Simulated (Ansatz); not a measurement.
Mulliken charges of `[Cl][Au]` from PBE/def2-TZVPP in Ansatz (PBE0-D4/def2-TZVP geometry).

```json
{"atom": "Cl1", "x (Å)": "0.962", "y (Å)": "-0.369", "z (Å)": "0.478", "charge (e)": "-0.291"}
{"atom": "Au2", "x (Å)": "-0.932", "y (Å)": "0.309", "z (Å)": "-0.474", "charge (e)": "0.291"}
```

Task: By hand: the dipole of these point charges (1 e Å = 4.8032 D).

Result: Σ q r = (-0.551, 0.197, -0.277) e Å, of length 0.647 e Å = 3.11 D.

Task: How does the dipole of the full density compare? (An estimate is asked.)

Result: Ansatz gave: (-0.566, 0.202, -0.284) e Å, 3.19 D; the point charges give 0.97 times that, at 0° from its direction.

Point charges leave out the atoms' own dipoles, such as those of lone pairs, and Mulliken's split depends on the basis, so the close match here is no proof of good charges.
